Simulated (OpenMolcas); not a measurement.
# Ir6+: moving or changing the point charges

Ir6+ among 4 point charges of -2.5 e arranged as a tetrahedron (Td), 2.21 Å from the ion.

```
Program             : OpenMolcas 26.06
Method              : CASSCF
Basis               : ANO-RCC-VTZP [8s7p5d3f1g]
Scalar Hamiltonian  : DKH2, point nucleus
Active space        : 3 electrons in 5 orbitals (5d)
State averaging     : 2S+1 = 4 even, 10 roots; 2S+1 = 2 even, 40 roots
Spin-orbit coupling : RASSI with atomic mean-field integrals over the reference wave functions
```

Runs around this geometry, states (labels of Td). Energies in cm-1 above the lowest state or level, χT in cm3 K/mol; under a threefold ground state the first gap can be a small split of the lowest multiplet, not the spin-orbit step; 10Dq and B are least-squares fits to the states below 45000 cm-1, weighted by degeneracy, with a free offset, and given where the rms deviation is under 5 % of |10Dq| (or 100 cm-1) and under 700 cm-1; 10Dq is negative for this site.

| R (Å) | q (e) | Ground state | First state of that spin | 10Dq | B (rms of fit) | First gap with spin-orbit (degeneracies) | χT at 300 K | First state of another spin |
| --- | --- | --- | --- | --- | --- | --- | --- | --- |
| 2.21 | -1.62 | 4T1 | 4T2 1172 | -1457 | 966 (22) | 7565 (4, 2) | 0.122 | 2E 16261 |
| 2.08 | -2.5 | 4T1 | 4T2 2282 | -2774 | 964 (33) | 7250 (4, 2) | 0.119 | 2E 15599 |
| 2.21 | -2.5 | 4T1 | 4T2 1729 | -2120 | 965 (27) | 7399 (4, 2) | 0.121 | 2E 15997 |
| 2.3 | -2.5 | 4T1 | 4T2 1438 | -1771 | 965 (24) | 7482 (4, 2) | 0.121 | 2E 16159 |

Taking |10Dq| as R^-n, n = -ln(1771 / 2774) / ln(2.3 / 2.08) = 4.5 between the shortest and longest distance. The point-charge formula for a cubic d site gives n = 5.

Scaling the charges by -1.62 / -2.5 = 0.65 scales |10Dq| by 1457 / 2120 = 0.69; with fixed orbitals a first-order splitting would follow the charge.

Without dynamic correlation the repulsion within the d shell is too large (B by tens of per cent), so at a given field states of lower spin stand too high. Point charges give a weaker field than real ligands, and real ions of this kind are as a rule low spin; the high spin found here belongs to the model. Spin-orbit coupling mixes the spin-free states strongly: the lowest level takes only 41 % from its leading state, 4T1 (figures for R = 2.21, q = -1.62; the like holds for R = 2.08, q = -2.5, R = 2.21, q = -2.5, R = 2.3, q = -2.5). The ground term spreads over less than 5000 cm-1, several times less than with real ligands, so orbital moments are less quenched and χT lies further from the spin-only value than at real sites (holds for R = 2.21, q = -1.62; R = 2.21, q = -2.5; R = 2.3, q = -2.5). Point charges carry no covalency, so the field is a model and not that of real ligands. No measured value stands beside these numbers.
